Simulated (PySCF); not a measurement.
Below is a simulated gas-phase Cl 2p photoelectron spectrum of `NB(P)Cl`.

Every computed line was given a Gaussian of 0.4 eV full width at half maximum and an area set by the number of equivalent atoms (split 2:1 within a doublet); the highest printed point is 100. The calculation used PySCF 2.14.0, delta-SCF UKS SCAN, pcX-2 on the ionised atom, pcseg-1 elsewhere, spin-free X2C.

binding energy (eV), intensity and a bar:
```
    205.3          0 
    205.4          1 
    205.5          7 ##
    205.6         22 #######
    205.7         52 ################
    205.8         86 ##########################
    205.9        100 ##############################
    206.0         83 #########################
    206.1         48 ##############
    206.2         20 ######
    206.3          6 ##
    206.4          1 
    206.5          0 
    206.6          0 
    206.7          0 
    206.8          0 
    206.9          0 
    207.0          0 
    207.1          2 
    207.2          6 ##
    207.3         17 #####
    207.4         34 ##########
    207.5         48 ##############
    207.6         48 ##############
    207.7         34 ##########
    207.8         17 #####
    207.9          6 ##
    208.0          1 
    208.1          0
```

Task: Count the maxima, the lines and the sites behind this envelope.

Result: The curve has 2 maxima (at 205.9 and 207.5 eV). Under it lie 2 lines from 1 inequivalent chlorine site, drawn as a 2p3/2, 2p1/2 pair.

Task: Decompose the envelope and assign each component. Numbering: `[NH2:1][B:2]([PH2:3])[Cl:4]`.

Result: 
| position (eV) | relative area | line | atoms | environment |
| --- | --- | --- | --- | --- |
| 205.89 | 0.67 | Cl 2p3/2 | Cl4 | chlorine bonded to B |
| 207.55 | 0.33 | Cl 2p1/2 | Cl4 | chlorine bonded to B |

No satellites, vibrations or lifetime broadening are included. Spin–orbit coupling isn't in the SCF: each 2p doublet comes from a relaxed spin-free hole plus a matrix of the shell (mean-field spin–orbit coupling and the ground-state 2p splitting), with 2p3/2 averaged over its two sublevels. 2p1/2 minus 2p3/2 (ligand field included): Cl 1.65 eV. Isolated species at its PBE0-D3(BJ)/def2-SVP geometry (one conformer only).

The values belong to the conformer `[NH2:1][B:2]([PH2:3])[Cl:4]`: H–N1–B2–P3 6°, H–N1–B2–P3 -174°, H–P3–B2–N1 -135°, H–P3–B2–N1 -39°.
